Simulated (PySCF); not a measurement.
Vertical excitations of a molecule C2H10O2Si2 from PySCF with TDA-PBE/def2-SVPD, as energy in eV (oscillator strength): 5.46 (0.010), 6.16 (0.003), 6.18 (0.020), 6.38 (0.011), 6.40 (0.007), 6.75 (0.012). Lowest triplet (TDA): 5.24 eV. Geometry: ωB97X-D3(BJ)/def2-SVP. One conformer was computed; it need not be the lowest.

Question: Pick the molecule that these values belong to.
A. O[SiH2]OCC[SiH3]
B. CCO[Si@H](O)[SiH3]
C. C[C@@H](O[SiH3])[SiH2]O
D. [SiH3]OCCO[SiH3]

Answer: C, C[C@@H](O[SiH3])[SiH2]O
